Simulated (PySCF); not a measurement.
A structure optimised at B3LYP-D3(BJ)/def2-TZVP, used in a PySCF frequency run:

```xyz
4

Cd     0.0004    -1.0179     0.0000
H      0.0078    -2.6907     0.0000
Se    -0.0429     1.4712     0.0000
H      1.4294     1.5293     0.0000
```

Write its SMILES, formula and point group.

[SeH][CdH], CdH₂Se, Cs

What are its rotational constants (standard atomic weights)?

234.10, 1.7011, 1.6889 GHz
